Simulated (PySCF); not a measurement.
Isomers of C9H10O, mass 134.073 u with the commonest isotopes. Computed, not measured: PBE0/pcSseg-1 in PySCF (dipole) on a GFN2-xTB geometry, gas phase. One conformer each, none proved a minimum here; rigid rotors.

Problem. Order these by dipole moment, smallest first.
A. `[CH2:1]=[CH:2][CH2:3][C:4]1=[CH:5][C@@H:6]2[CH:7]=[CH:8][C@H:9]1[O:10]2` with C1–C2–C3–C4 120°, C2–C3–C4–C5 112°
B. `[CH2:1]=[C:2]([CH3:3])[c:4]1[cH:5][cH:6][c:7]([OH:8])[cH:9][cH:10]1` with C1–C2–C4–C5 -146°, C6–C7–O8–H 180° (4-isopropenylphenol)
C. `[CH3:1][CH2:2][C:3](=[O:4])[c:5]1[cH:6][cH:7][cH:8][cH:9][cH:10]1` with C1–C2–C3–O4 0°, C2–C3–C5–C6 0° (propiophenone)

Solution. B (1.08 D), A (1.93 D), C (2.95 D).

Problem. Order these by rotational constant A, smallest first.
A. `[CH2:1]=[C:2]([CH3:3])[c:4]1[cH:5][cH:6][c:7]([OH:8])[cH:9][cH:10]1` with C1–C2–C4–C5 -146°, C6–C7–O8–H 180°
B. `[CH3:1][CH2:2][C:3](=[O:4])[c:5]1[cH:6][cH:7][cH:8][cH:9][cH:10]1` with C1–C2–C3–O4 0°, C2–C3–C5–C6 0° (propiophenone)
C. `[CH2:1]=[CH:2][CH2:3][C:4]1=[CH:5][C@@H:6]2[CH:7]=[CH:8][C@H:9]1[O:10]2` with C1–C2–C3–C4 120°, C2–C3–C4–C5 112°

Solution. C (2966 MHz), B (3486 MHz), A (3600 MHz).

Problem. Order these by out-of-plane moment Σ m c² = (Ia + Ib − Ic)/2, smallest first.
A. `[CH2:1]=[CH:2][CH2:3][C:4]1=[CH:5][C@@H:6]2[CH:7]=[CH:8][C@H:9]1[O:10]2` with C1–C2–C3–C4 120°, C2–C3–C4–C5 112°
B. `[CH2:1]=[C:2]([CH3:3])[c:4]1[cH:5][cH:6][c:7]([OH:8])[cH:9][cH:10]1` with C1–C2–C4–C5 -146°, C6–C7–O8–H 180°
C. `[CH3:1][CH2:2][C:3](=[O:4])[c:5]1[cH:6][cH:7][cH:8][cH:9][cH:10]1` with C1–C2–C3–O4 0°, C2–C3–C5–C6 0°

Solution. C (3.13 u·Å²), B (12.39 u·Å²), A (60.76 u·Å²).

| SMILES | point group | Ia (u·Å²) | Ib (u·Å²) | Ic (u·Å²) | κ | μa (D) | μb (D) | μc (D) |
| --- | --- | --- | --- | --- | --- | --- | --- | --- |
| C=CCC1=C[C@@H]2C=C[C@H]1O2 | C1 | 170.37 | 505.17 | 554.01 | -0.91 | 1.15 | 0.08 | 1.55 |
| CCC(=O)c1ccccc1 | Cs | 144.98 | 625.81 | 764.53 | -0.90 | 1.60 | 2.48 | 0.00 |
| C=C(C)c1ccc(O)cc1 | – | 140.37 | 636.93 | 752.52 | -0.92 | 0.22 | 0.98 | 0.41 |
